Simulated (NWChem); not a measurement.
System: GaNH$_{3}$Cl; SMILES [NH2][GaH][Cl]

```xyz
6

Ga    -0.4019     0.4341     0.0000
H     -1.9227     0.7259     0.0000
Cl     0.3112    -1.6015     0.0000
N      0.9080     1.6663     0.0000
H      1.8925     1.4290     0.0000
H      0.7511     2.6663     0.0000
```
Atoms are numbered in this order, from 1.

Level: PBE0/def2-SVP (NWChem), optimised geometry, unscaled harmonic frequencies. 

### Question
List the harmonic frequencies with IR intensities, and the thermochemistry.

### Answer
| frequency (cm⁻¹) | IR intensity (km/mol) |
|---|---|
| 158 | 3.8 |
| 269 | 222.0 |
| 376 | 3.8 |
| 420 | 49.2 |
| 514 | 5.2 |
| 580 | 51.2 |
| 733 | 104.1 |
| 753 | 59.2 |
| 1513 | 30.7 |
| 2059 | 106.5 |
| 3625 | 40.6 |
| 3738 | 46.3 |

```yaml
zero_point_energy: 21.1 kcal/mol
thermal correction to the enthalpy at 298.15 K (with zero-point energy): 24.9 kcal/mol
heat capacity Cv: 16.4 cal/(mol K)
entropy at 298.15 K and 1 atm (symmetry number 1): 73.3 cal/(mol K)
dipole_moment: 2.72 D
```

Rigid rotor and harmonic oscillator.
